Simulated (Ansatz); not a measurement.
C2H8AlNO2 (`C[O][Al]([NH2])[O]C`) at its PBE0-D4/def2-TZVP geometry, where that method's forces vanish. Total charge 0; spin multiplicity 1.

```xyz
14

C     1.2589   -1.7373    0.7730
O     1.3960   -0.5498    0.0613
Al    0.4580    0.7255   -0.5032
N     1.2662    2.0044   -1.3937
O    -1.2012    0.8600   -0.2712
C    -2.2519    0.1652    0.3196
H     1.5551   -2.5908    0.1526
H     1.9063   -1.7273    1.6571
H     0.2310   -1.9136    1.1143
H     2.2521    2.0260   -1.5888
H     0.8039    2.8117   -1.7748
H    -2.9913   -0.1240   -0.4359
H    -1.9243   -0.7478    0.8326
H    -2.7587    0.7979    1.0569
```

Q: What forces (eV/Å) does ωB97M-V/def2-TZVPP give on these atoms in Ansatz 0.2.0? (Best estimate.)

A: Computed: 
```
C1  -0.011 -0.341  0.198
O2   0.055  0.170 -0.109
Al3  0.022  0.036 -0.023
N4   0.017  0.028 -0.020
O5   0.133  0.127 -0.098
C6  -0.316 -0.176  0.158
H7  -0.029  0.079  0.061
H8  -0.063 -0.003 -0.083
H9   0.084  0.022 -0.032
H10 -0.024  0.025 -0.010
H11  0.035 -0.007 -0.002
H12  0.069  0.026  0.074
H13 -0.020  0.078 -0.045
H14  0.047 -0.063 -0.069
```
